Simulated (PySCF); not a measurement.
**Electronic structure of V (vanadium, neutral) at the UHF level**

Configuration: [Ar] 3d3 4s2, high-spin 4F determinant. Calculation: PySCF 2.14, in 6-31G*; no relativity, point nucleus.

```json
{"Total energy": "-942.790339 hartree", "One-electron energy": "-1294.3582 hartree", "Hartree (Coulomb) energy": "395.8036 hartree", "Exchange energy": "-44.2358 hartree", "Kinetic energy": "942.68395 hartree", "⟨S²⟩": "3.7606", "⟨L²⟩": "12.025", "Sum of ⟨r⟩": "21.66 bohr", "Sum of ⟨r²⟩": "47.49 bohr²", "Density at the nucleus (Gaussians lack the cusp)": "7690 bohr⁻³", "Spin density at the nucleus": "0.264 bohr⁻³", "Langevin diamagnetic susceptibility": "-37.6 ×10⁻⁶ cm³/mol", "Time after the integrals": "0.25 s of wall time on 1 thread of Neoverse-N1 (shared host)"}
```

```json
{"shell": "1s α", "electrons": "1", "mean orbital energy (hartree)": "-201.48190", "rms radius, mean of both spins (bohr)": "0.0776"}
{"shell": "1s β", "electrons": "1", "mean orbital energy (hartree)": "-201.48103", "rms radius, mean of both spins (bohr)": "0.0776"}
{"shell": "2s α", "electrons": "1", "mean orbital energy (hartree)": "-23.90132", "rms radius, mean of both spins (bohr)": "0.335"}
{"shell": "2s β", "electrons": "1", "mean orbital energy (hartree)": "-23.84134", "rms radius, mean of both spins (bohr)": "0.335"}
{"shell": "2p α", "electrons": "3", "mean orbital energy (hartree)": "-20.04977", "rms radius, mean of both spins (bohr)": "0.304"}
{"shell": "2p β", "electrons": "3", "mean orbital energy (hartree)": "-19.99025", "rms radius, mean of both spins (bohr)": "0.304"}
{"shell": "3s α", "electrons": "1", "mean orbital energy (hartree)": "-3.28259", "rms radius, mean of both spins (bohr)": "1.03"}
{"shell": "3s β", "electrons": "1", "mean orbital energy (hartree)": "-3.07081", "rms radius, mean of both spins (bohr)": "1.03"}
{"shell": "3p α", "electrons": "3", "mean orbital energy (hartree)": "-2.14393", "rms radius, mean of both spins (bohr)": "1.11"}
{"shell": "3p β", "electrons": "3", "mean orbital energy (hartree)": "-1.88401", "rms radius, mean of both spins (bohr)": "1.11"}
{"shell": "3d α", "electrons": "3", "mean orbital energy (hartree)": "-0.50066", "rms radius, mean of both spins (bohr)": "1.45"}
{"shell": "4s α", "electrons": "1", "mean orbital energy (hartree)": "-0.24309", "rms radius, mean of both spins (bohr)": "3.93"}
{"shell": "4s β", "electrons": "1", "mean orbital energy (hartree)": "-0.21452", "rms radius, mean of both spins (bohr)": "3.93"}
```
